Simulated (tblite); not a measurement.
Compound: C4H5F3O2S2.
Geometry (GFN2-xTB, Å), atoms numbered from 1 in this order:
```xyz
16
C4H5F3O2S2 angstrom
C     -2.4189    0.2915    1.1814
S     -1.7479   -0.6194   -0.2334
O     -2.3413   -0.1122   -1.4358
O     -1.8288   -2.0276    0.0334
C     -0.0129   -0.1467   -0.2152
C      0.8625   -1.0885    0.0731
S      2.6058   -1.0072    0.1900
C      2.8963    0.7868   -0.0704
F      2.2490    1.5283    0.8320
F      4.1897    1.0493    0.0425
F      2.4980    1.1977   -1.2722
H     -3.4594    0.0125    1.2924
H     -2.3294    1.3498    0.9743
H     -1.8535    0.0061    2.0585
H      0.1745    0.8779   -0.4742
H      0.5087   -2.0894    0.2797
```

Computed with GFN2-xTB (tblite): harmonic, unscaled wavenumbers at the GFN2-xTB geometry, gas phase. This tight-binding method is rough: wavenumbers can miss measured ones by several per cent, in bad cases by 10 to 20. One conformer, not necessarily the lowest.

Harmonic wavenumbers (cm⁻¹): 26.6, 43.5, 77.2, 87.3, 118.2, 142.0, 175.0, 214.2, 267.1, 278.8, 294.3, 345.0, 355.1, 434.2, 441.6, 473.6, 478.1, 503.5, 667.1, 675.7, 700.3, 755.7, 783.5, 853.6, 860.2, 966.4, 1008.5, 1063.5, 1091.7, 1111.0, 1137.0, 1210.6, 1267.6, 1270.2, 1416.7, 1428.5, 1635.4, 3063.2, 3066.1, 3082.8, 3091.2, 3143.8.

A = 1831, B = 397.4, C = 376.0 MHz; mass 205.968 u (most abundant isotopes); point group C1, symmetry number 1.

What is the zero-point energy?

Half the sum of the wavenumbers: 20053 cm⁻¹ = 57.33 kcal/mol.

Entropy at 298.15 K, 1 bar (ideal gas, RRHO, classical rotation)?

Translation 41.90, rotation 31.44, vibration 42.21: S = 115.5 cal/(mol K).

And Cp and H(298.15 K) − H(0)?

Cp = 46.08 cal/(mol K), of which vibrations give 38.13 (their classical limit is 42 R = 83.5); H(298.15 K) − H(0) = 8.64 kcal/mol without the zero-point energy, 6.27 from vibrations.

How do the functions run with temperature in this model?

| T (K) | S (cal/(mol K)) | Cp (cal/(mol K)) | H − H(0) (kcal/mol) | G − H(0) (kcal/mol) | ln q(vib) |
| --- | --- | --- | --- | --- | --- |
| 100 | 78.9 | 23.6 | 1.58 | -6.30 | 3.19 |
| 200 | 99.2 | 36.1 | 4.59 | -15.26 | 7.08 |
| 300 | 115.8 | 46.2 | 8.72 | -26.03 | 10.73 |
| 500 | 143.2 | 60.7 | 19.55 | -52.04 | 17.40 |
| 800 | 174.5 | 72.2 | 39.69 | -99.92 | 26.00 |
| 1000 | 191.1 | 76.7 | 54.60 | -136.53 | 30.96 |

q(vib) and H(0) count from the zero-point level.

Which modes carry the vibrational entropy at 298.15 K?

26.6 cm⁻¹: 6.07; 43.5 cm⁻¹: 5.09; 77.2 cm⁻¹: 3.96; 87.3 cm⁻¹: 3.72; 118.2 cm⁻¹: 3.13; 142.0 cm⁻¹: 2.78 cal/(mol K); the other 36 give 17.46 together.

What must be added to the electronic energy to get the Gibbs energy at 298.15 K and 1 bar?

ZPE + [H(298.15 K) − H(0)] − T·S = 57.33 + 8.64 − 34.45 = 31.52 kcal/mol.

Blend soft modes into free rotors: weight 1/[1 + (100 cm⁻¹/ν̃)⁴] for the oscillator and the rest for a rotor with moment μB/(μ + B), μ = h/(8π²ν), B = 10⁻⁴⁴ kg m². What vibrational entropy results?

37.69 cal/(mol K) in place of 42.21, which changes −T·S at 298.15 K by +1.35 kcal/mol.

Hindered rotation and anharmonicity are outside this model. Other conformers, if any are populated, would add a mixing term that is left out. The structure is chiral; the term R ln 2 for an equal mix with its mirror image is left out.

On one thread of an Arm Neoverse V1, shared host, this took 0.76 s. The figure is for the frequency step alone.
